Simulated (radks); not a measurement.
Problem. Radial electron density D(r) = 4 pi r^2 rho(r) of an atom or ion with 19 electrons. Method: non-relativistic Kohn-Sham, PBE, spin-polarised, spherical densities, point nucleus; computed with a radial shooting solver on a logarithmic mesh with Libxc functionals.

```
   r/bohr * D(r) (the largest magnitude, 29.4, reaches the edge; | marks zero)
   0.0035 | *
 0.004449 |  *
 0.005656 |    *
  0.00719 |      *
 0.009067 |         *
  0.01153 |              *
  0.01465 |                    *
  0.01848 |                           *
  0.02349 |                                   *
  0.02986 |                                           *
  0.03796 |                                                *
  0.04788 |                                                  *
  0.06086 |                                               *
  0.07737 |                                          *
  0.09758 |                                      *
    0.124 |                                        *
   0.1577 |                                               *
   0.2005 |                                                      *
   0.2528 |                                                    *
   0.3214 |                                      *
   0.4086 |                      *
   0.5152 |               *
    0.655 |                  *
   0.8327 |                    *
    1.059 |               *
    1.335 |       *
    1.697 |  *
    2.157 |*
    2.721 *
    3.459 *
```

What is the nuclear charge?

Solution. Z = 23. The innermost maximum, from 1s, lies near 1/Z = 0.0435 bohr (found: 0.0467), and its height grows with Z. The density is that of the vanadium ion V4+ in [Ar] 3d1; the configuration itself is not fixed sharply by these data, and Z only to about a unit. D(r) has 3 maxima, at r = 0.0467, 0.215, 0.806 bohr, and minima at 0.104, 0.532 bohr, inside which lie 2.13, 10.42 electrons.
